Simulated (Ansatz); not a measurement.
# An elementary step

Start structure (TiH2Cl4O2, singlet), relaxed at PBE0-D4/def2-TZVP:

```tsv
atom	x (Å)	y (Å)	z (Å)
Ti1	-0.1039	0.1349	-0.8452
Cl2	2.1267	-0.2295	-0.6436
Cl3	-0.5361	-1.3954	-2.3149
Cl4	-2.2048	0.3621	-0.0166
Cl5	0.0133	2.0268	-1.8929
H6	1.0425	-1.1716	1.2432
O7	0.0988	-0.9213	1.2545
O8	0.2371	0.4941	1.4646
H9	-0.6735	0.7001	1.7508
```

The step: TiH₂Cl₄O₂ ([Cl][Ti]1([Cl])([Cl])([Cl])[OH][OH]1) → TiHCl₃O₂ ([Cl][Ti]1([Cl])([Cl])[O][OH]1) + HCl; bonds formed: Cl2–H6; dative contacts that become bonds: Ti1–O7; bonds broken: Ti1–Cl2, H6–O7. Computed with Ansatz 0.2.0 (basis: def2-TZVPP and def2-QZVPP); correlated methods freeze the cores. Extrapolation: Hartree–Fock as exp(−7.88 √X), correlation as X^−2.97. Energies below are by CCSD(T) at an estimated basis limit (MP2 extrapolated from triple and quadruple zeta, plus CCSD(T) − MP2 in triple zeta).

Task: What are the electronic barrier and the energy of the step, from the start structure to the end structure? (An estimate is asked for; the value comes from the calculation.)

Result: The calculation gives: Barrier 0.500 eV; step energy -0.023 eV (downhill); reverse barrier, their difference, 0.523 eV. Barrier and step energy count from the start structure, the reverse barrier from the end structure.

The saddle point: One imaginary mode of 593i cm⁻¹.
| pair | start (Å) | saddle (Å) | end (Å) |
| --- | --- | --- | --- |
| Ti1–O7 | 2.36 | 2.02 | 1.85 |
| Cl2–H6 | 2.37 | 1.46 | 1.29 |
| Ti1–Cl2 | 2.27 | 2.65 | 4.81 |
| H6–O7 | 0.98 | 1.31 | 2.00 |

Zero-point energy (harmonic, PBE0-D4): ZPE is 0.954 eV at the start and 0.815 eV at the saddle, so the barrier goes from 0.500 to 0.361 eV.

No T1 diagnostic of these runs exceeds 0.025.

Labels in which every atom is bracketed show which atoms are joined, not bond orders.

For scale, one of the runs: CCSD(T)/def2-TZVPP, 322 basis functions, launched by `ansatz run in.yaml --threads 4 --pin off --events-out ev --progress --plain --max-ram 46080MiB --backend cuda --devices 0, --max-vram 37GiB`. Time: 15 s of wall clock on 4 CPU threads of an AMD EPYC 7R13 and a share of one NVIDIA H100; the host was shared. Peak host memory: 0.86 GiB.
